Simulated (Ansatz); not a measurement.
Reaction (formal exchange of groups at the Si–Br bond): `F[SiH](F)Br` + `CCCCC(C)C` → `CC(C)[SiH](F)F` + `CCCCBr`

Gas-phase electronic energies from Ansatz, PBE0-D4/def2-TZVP geometries. CBS: MP2 limit from def2 TZ/QZ plus the TZ coupled-cluster correction, frozen cores. Functionals use def2-TZVPP. For Br outer-core shells are correlated without core-valence functions, which leaves a few kJ/mol of doubt a bond. Scalar relativity is left out up to krypton. One conformer a species, not always the lowest.

`F[SiH](F)Br`:

Z-matrix (Å, degrees):
```
Si
F 1 1.578
Br 1 2.183 2 109.1
F 1 1.578 2 107.6 3 118.2
H 1 1.466 2 109.7 3 -122.6
```

`CCCCC(C)C`:

Cartesian coordinates in Å:
```
C -1.699 1.669 2.518
C -0.541 0.802 2.054
C -0.516 0.599 0.548
C 0.640 -0.271 0.084
C 0.771 -0.426 -1.429
C -0.438 -1.117 -2.045
C 2.048 -1.177 -1.777
H -1.654 2.662 2.063
H -2.659 1.224 2.240
H -1.695 1.800 3.603
H -0.592 -0.175 2.548
H 0.407 1.252 2.373
H -0.457 1.576 0.052
H -1.470 0.158 0.235
H 1.575 0.150 0.473
H 0.549 -1.269 0.535
H 0.841 0.582 -1.860
H -0.313 -1.234 -3.125
H -0.568 -2.117 -1.617
H -1.361 -0.560 -1.879
H 2.024 -2.190 -1.364
H 2.177 -1.264 -2.859
H 2.930 -0.674 -1.371
```

`CC(C)[SiH](F)F`:

Z-matrix (Å, degrees):
```
C
C 1 1.529
H 1 1.092 2 112.0
H 1 1.094 2 110.5 3 -120.3
H 1 1.093 2 111.1 3 120.6
C 2 1.529 1 111.8 3 177.9
Si 2 1.854 1 111.9 3 -57.4
H 2 1.099 1 108.5 3 58.4
H 6 1.094 2 110.6 1 -58.6
H 6 1.093 2 112.3 1 -178.7
H 6 1.093 2 111.1 1 60.6
F 7 1.593 2 109.8 1 -61.4
F 7 1.592 2 110.2 1 55.8
H 7 1.479 2 114.5 1 177.5
```

`CCCCBr`:

Cartesian coordinates in Å:
```
C 0.854 1.279 1.224
C 0.656 0.402 0.001
C -0.688 -0.306 0.004
C -0.949 -1.168 -1.206
Br 0.255 -2.703 -1.305
H 0.082 2.052 1.289
H 0.807 0.688 2.143
H 1.824 1.780 1.202
H 1.453 -0.345 -0.055
H 0.739 1.008 -0.909
H -0.793 -0.910 0.911
H -1.492 0.443 0.037
H -0.798 -0.624 -2.138
H -1.949 -1.596 -1.197
```

(1) Is it downhill or uphill in electronic energy at CCSD(T)/CBS, and by how much? (Estimate.)

(2) What do these levels give: PBE0-D4, r2SCAN0-D4, BLYP, CCSD/def2-TZVPP, CCSD(T)/def2-TZVPP, SCS-MP2/def2-QZVPP? (Best estimate.)

Largest T1 diagnostic among the species: 0.011.

## Answers

(1) Ansatz gave: Uphill: ΔE = +25.9 kcal/mol.

(2) Ansatz gave: PBE0-D4 25.0, r2SCAN0-D4 26.2, BLYP 22.6, CCSD/def2-TZVPP 25.3, CCSD(T)/def2-TZVPP 25.0, SCS-MP2/def2-QZVPP 25.8 kcal/mol.

At CCSD(T), def2-SVP lies +1.0 kcal/mol from the extrapolated value and def2-TZVPP −0.9 kcal/mol. From BLYP to BHLYP (50 % exact exchange), in def2-TZVPP and without D4, ΔE moves by +2.9 kcal/mol.
